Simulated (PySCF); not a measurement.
## Frontier orbitals and the lowest excitations

Compound: InEt3, C6H15In.
Structure used (PBE0-D3(BJ)/def2-SVP), in Å, numbered top down from 1:
```xyz
22
C6H15In angstrom
In    -0.484   -0.067   -0.248
C      1.697   -0.028   -0.489
C      2.437    0.241    0.819
H      1.932    0.758   -1.226
H      2.024   -0.983   -0.931
H      3.532    0.292    0.675
H      2.136    1.198    1.277
H      2.257   -0.546    1.570
C     -1.502    1.837    0.118
C     -0.626    3.073   -0.048
H     -1.922    1.786    1.138
H     -2.379    1.880   -0.551
H     -1.179    4.009    0.148
H      0.237    3.061    0.637
H     -0.214    3.155   -1.067
C     -1.573   -1.965   -0.321
C     -0.697   -3.205   -0.188
H     -2.119   -1.974   -1.280
H     -2.350   -1.939    0.461
H     -1.275   -4.140   -0.293
H      0.099   -3.234   -0.950
H     -0.195   -3.252    0.792
```

Method: TDDFT CAM-B3LYP/def2-SVPD, vertical, gas phase, core orbitals frozen in the response, def2 core potentials past Kr (PySCF 2.14.0, density-fitted response routines). Spin–orbit coupling is left out.

Frontier orbitals with the atoms that hold most of them (Löwdin shares over 4%, at most four atoms; ? is withheld):

```csv
orbital,ε (eV),atoms
HOMO-3,-10.77,"C9 12%, C10 12%, C2 9%, C3 8%"
HOMO-2,-10.74,"In1 13%, C9 11%, C16 10%, C2 10%"
HOMO-1,-7.77,"C16 28%, C9 19%, In1 18%, C17 8%"
HOMO,-7.71,?
LUMO,-0.14,?
LUMO+1,0.32,In1 59%
LUMO+2,1.55,"In1 29%, C3 9%, H19 5%, C2 5%"
```

(1) Give the leading atoms of the LUMO.

(2) Which atoms hold the HOMO, and with what shares?

(3) How does S1 compare with the orbital gap of 7.57 eV?

(4) Give energy, strength and leading configuration of S1, S2, S3 and S4, and follow the Löwdin shares of the leading atoms from the occupied to the empty orbital.

## Answers

(1) In1 (bonded to 3 C) 59%; C16 (bonded to C, In and 2 H) 7%; C9 (bonded to C, In and 2 H) 7%; C2 (bonded to C, In and 2 H) 6%. By element: indium 59%, carbon 21% or more.

(2) C2 (bonded to C, In and 2 H) 32%; In1 (bonded to 3 C) 17%; C9 (bonded to C, In and 2 H) 15%; C3 (bonded to C and 3 H) 8%. By element: carbon 55% or more, indium 17%.

(3) S1 is at 4.23 eV (f = 0.0008), 3.34 eV below the gap, made of HOMO→LUMO (98%). Without the coupling terms of the response equations the lowest excitation would equal the gap.

(4) 
- S1 (4.23 eV, f 0.0008), HOMO→LUMO (98%): C2 32% → 6%, In1 17% → 59%, C16 at most 8% → 7%
- S2 (4.31 eV, f 0.0001), HOMO-1→LUMO (97%): C16 28% → 7%, C9 19% → 7%, In1 18% → 59%
- S3 (5.52 eV, f 0.092), HOMO→LUMO+1 (92%): C2 32% → at most 4%, In1 17% → 59%
- S4 (5.57 eV, f 0.103), HOMO-1→LUMO+1 (93%): C16 28% → at most 4%, C9 19% → at most 4%, In1 18% → 59%

One conformer stands for the species.
